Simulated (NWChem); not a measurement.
All runs are NWChem calculations. System: C2H2F, charge 0, spin multiplicity 2, displaced from the optimised geometry. The structure started from a generated list of species. Its SCF solution wasn't tested for a lower state. Level: UBP86/def2-TZVP.

Part of the output:

```
             Northwest Computational Chemistry Package (NWChem) 7.3.0
             --------------------------------------------------------

                                NWChem Input Module
                                -------------------

 Scaling coordinates for geometry "geometry" by  1.889725989
 (inverse scale =  0.529177249)

 Turning off AUTOSYM since
 SYMMETRY directive was detected!

                             Geometry "geometry" -> ""
                             -------------------------

 Output coordinates in angstroms (scale by  1.889725989 to convert to a.u.)

  No.       Tag          Charge          X              Y              Z
 ---- ---------------- ---------- -------------- -------------- --------------
    1 C                    6.0000    -0.91136600    -0.93227500     0.00000000
    2 C                    6.0000     0.29844600    -0.33963200     0.00000000
    3 F                    9.0000     0.49018100     1.03001100     0.00000000
    4 H                    1.0000    -2.00896500    -0.73486400     0.00000000
    5 H                    1.0000     1.27486400    -0.90379300     0.00000000

 Effective nuclear repulsion energy (a.u.)      59.1239710971

            Nuclear Dipole moment (a.u.)
            ----------------------------
        X                 Y               Z
 ---------------- ---------------- ----------------
     0.0000151178     0.0000000000     0.0000000000

      Symmetry information
      --------------------

 Group name             Cs
 Group number              2
 Group order               2
 No. of unique centers     5

      Symmetry unique atoms

     1    2    3    4    5


 Summary of "ao basis" -> "" (spherical)
 ------------------------------------------------------------------------------
       Tag                 Description            Shells   Functions and Types
 ---------------- ------------------------------  ------  ---------------------
 *                         def2-tzvp                  on all atoms

  perdew86 is a nonlocal functional; adding perdew81 local functional.

                                 NWChem DFT Module
                                 -----------------

 Summary of "ao basis" -> "ao basis" (spherical)
 ------------------------------------------------------------------------------
       Tag                 Description            Shells   Functions and Types
 ---------------- ------------------------------  ------  ---------------------
 C                         def2-tzvp                11       31   5s3p2d1f
 F                         def2-tzvp                11       31   5s3p2d1f
 H                         def2-tzvp                 4        6   3s1p

 Summary of "ao basis" -> "ao basis" (spherical)
 ------------------------------------------------------------------------------
       Tag                 Description            Shells   Functions and Types
 ---------------- ------------------------------  ------  ---------------------
 C                         def2-tzvp                11       31   5s3p2d1f
 F                         def2-tzvp                11       31   5s3p2d1f
 H                         def2-tzvp                 4        6   3s1p

      Symmetry analysis of basis
      --------------------------

        a'         73
        a"         32

            General Information
            -------------------
          SCF calculation type: DFT
          Wavefunction type:  spin polarized.
          No. of atoms     :     5
          No. of electrons :    23
           Alpha electrons :    12
            Beta electrons :    11
          Charge           :     0
          Spin multiplicity:     2
          Use of symmetry is: on ; symmetry adaption is: on
          Maximum number of iterations: 100
          AO basis - number of functions:   105
                     number of shells:    41
          Convergence on energy requested:  1.00D-06
          Convergence on density requested:  1.00D-05
          Convergence on gradient requested:  5.00D-04

              XC Information
              --------------
                    Becke 1988 Exchange Functional  1.000
                Perdew 1981 Correlation Functional  1.000 local
[...]
   alpha      1      2      3      4      5      6      7      8      9     10
    beta      1      2      3      4      5      6      7      8      9     10
 overlap   1.000  1.000  1.000  1.000  0.995  0.994  0.999  0.996  1.000  1.000

   alpha     11     12     13     14     15     16     17     18     19     20
    beta     11     12     13     14     15     16     17     18     19     20
 overlap   0.997  0.988  0.997  0.982  0.980  0.998  0.977  0.950  0.996  0.995

   alpha     21     22     23     24     25     26     27     28     29     30
    beta     21     22     23     24     25     26     27     28     29     30
 overlap   0.962  0.996  0.937  0.948  0.995  0.996  0.993  0.939  0.934  0.969

   alpha     31     32     33     34     35     36     37     38     39     40
    beta     31     32     33     34     35     36     37     38     39     40
 overlap   0.972  0.947  0.952  0.995  0.996  0.965  0.908  0.907  0.999  0.992

   alpha     41     42     43     44     45     46     47     48     49     50
    beta     41     42     43     44     46     45     47     48     49     50
 overlap   0.961  0.956  0.997  0.990  0.977  0.997  0.997  1.000  0.991  0.993

   alpha     51     52     53     54     55     56     57     58     59     60
    beta     51     52     54     53     55     56     57     58     59     60
 overlap   1.000  0.998  1.000  1.000  0.999  1.000  0.999  0.997  0.994  0.944

   alpha     61     62     63     64     65     66     67     68     69     70
    beta     61     63     62     64     65     66     67     69     68     70
 overlap   0.945  0.991  0.982  0.978  0.985  0.983  0.966  0.952  0.999  0.839

   alpha     71     72     73     74     75     76     77     78     79     80
    beta     72     71     73     74     75     76     77     78     79     80
 overlap   0.772  0.792  0.765  0.929  0.925  0.985  0.992  0.995  0.998  0.999

   alpha     81     82     83     84     85     86     87     88     89     90
    beta     81     83     82     84     85     86     87     88     89     90
 overlap   0.985  0.984  0.999  0.997  0.999  1.000  0.999  0.999  0.999  1.000

   alpha     91     92     93     94     95     96     97     98     99    100
    beta     91     92     93     94     95     96     97     98     99    100
 overlap   1.000  1.000  1.000  1.000  1.000  1.000  1.000  1.000  1.000  1.000

   alpha    101    102    103    104    105
    beta    101    102    103    104    105
 overlap   1.000  1.000  1.000  1.000  1.000

     --------------------------
     Expectation value of S2:
     --------------------------
      <S2> =      0.7583 (Exact =     0.7500)

 center of mass
 --------------
 x =   0.05112294 y =   0.11142534 z =   0.00000000

 moments of inertia (a.u.)
 ------------------
         118.490252317556         -67.230123196903           0.000000000000
         -67.230123196903          75.968520991457           0.000000000000
           0.000000000000           0.000000000000         194.458773309014

     Multipole analysis of the density
     ---------------------------------

     L   x y z        total         alpha         beta         nuclear
     -   - - -        -----         -----         ----         -------
     0   0 0 0     -0.000000    -12.000000    -11.000000     23.000000

     1   1 0 0     -0.112970      0.748064     -0.861050      0.000015
     1   0 1 0     -0.330488      0.875998     -1.206486      0.000000
     1   0 0 1      0.000000      0.000000     -0.000000      0.000000

     2   2 0 0    -10.173133    -30.787599    -27.029472     47.643938
     2   1 1 0     -0.677184    -18.834331    -15.260233     33.417380
     2   1 0 1      0.000000      0.000000      0.000000      0.000000
     2   0 2 0    -14.012840    -40.509770    -33.540126     60.037056
     2   0 1 1      0.000000      0.000000      0.000000      0.000000
     2   0 0 2    -13.844689     -7.284553     -6.560136      0.000000

            General Information
            -------------------
          SCF calculation type: DFT
          Wavefunction type:  spin polarized.
          No. of atoms     :     5
          No. of electrons :    23
           Alpha electrons :    12
            Beta electrons :    11
          Charge           :     0
          Spin multiplicity:     2
          Use of symmetry is: on ; symmetry adaption is: on
          Maximum number of iterations: 100
          AO basis - number of functions:   105
                     number of shells:    41
          Convergence on energy requested:  1.00D-06
          Convergence on density requested:  1.00D-05
          Convergence on gradient requested:  5.00D-04

              XC Information
              --------------
                    Becke 1988 Exchange Functional  1.000
                Perdew 1981 Correlation Functional  1.000 local
                Perdew 1986 Correlation Functional  1.000 non-local

             Grid Information
             ----------------
          Grid used for XC integration:  xfine
          Radial quadrature: Mura-Knowles
          Angular quadrature: Lebedev.
          Tag              B.-S. Rad. Rad. Pts. Rad. Cut. Ang. Pts.
          ---              ---------- --------- --------- ---------
          C                   0.70      100          10.0      1454
          F                   0.50      100          10.0      1454
          H                   0.35      100          11.0      1202
          Grid pruning is: on
          Number of quadrature shells:   500
          Spatial weights used:  Erf1

          Convergence Information
          -----------------------
          Convergence aids based upon iterative change in
          total energy or number of iterations.
          Levelshifting, if invoked, occurs when the
          HOMO/LUMO gap drops below (HL_TOL):  1.00D-02
          DIIS, if invoked, will attempt to extrapolate
          using up to (NFOCK): 10 stored Fock matrices.

                    Damping( 0%)  Levelshifting(0.5)       DIIS
                  --------------- ------------------- ---------------
          dE  on:    start            ASAP                start
          dE off:    2 iters        100 iters           100 iters

      Screening Tolerance Information
      -------------------------------
          Density screening/tol_rho:  1.00D-10
          AO Gaussian exp screening on grid/accAOfunc:  14
          CD Gaussian exp screening on grid/accCDfunc:  20
          XC Gaussian exp screening on grid/accXCfunc:  20
          Schwarz screening/accCoul:  1.00D-08

                            NWChem DFT Gradient Module
                            --------------------------

  charge          =   0.00
  wavefunction    = open shell

  Using symmetry

                         DFT ENERGY GRADIENTS

    atom               coordinates                        gradient
                 x          y          z           x          y          z
   1 C      -1.722232  -1.761744   0.000000   -0.017323  -0.023108   0.000000
   2 C       0.563981  -0.641811   0.000000    0.016730   0.019996   0.000000
   3 F       0.926308   1.946439   0.000000    0.002845   0.011563   0.000000
   4 H      -3.796393  -1.388692   0.000000   -0.019847   0.002997   0.000000
   5 H       2.409144  -1.707921   0.000000    0.017595  -0.011449   0.000000

                 ----------------------------------------
                 |  Time  |  1-e(secs)   |  2-e(secs)   |
                 ----------------------------------------
                 |  CPU   |       0.01   |       3.18   |
                 ----------------------------------------
                 |  WALL  |       0.01   |       3.18   |
                 ----------------------------------------

 Task  times  cpu:       19.1s     wall:       19.1s

 Total times  cpu:       19.1s     wall:       19.1s
```

Problem. Write an NWChem input that would produce this output.

Solution. One answer among several that fit: 
```
start mol
memory heap 200 mb stack 900 mb global 1100 mb
geometry units angstroms nocenter noautoz
  C     -0.911366    -0.932275     0.000000
  C      0.298446    -0.339632     0.000000
  F      0.490181     1.030011     0.000000
  H     -2.008965    -0.734864     0.000000
  H      1.274864    -0.903793     0.000000
  symmetry group Cs
end
basis spherical
  * library def2-tzvp
end
dft
  xc becke88 perdew86
  odft
  mult 2
  semidirect memsize 60000000 filesize 0
  iterations 100
  grid xfine
end
task dft gradient
```
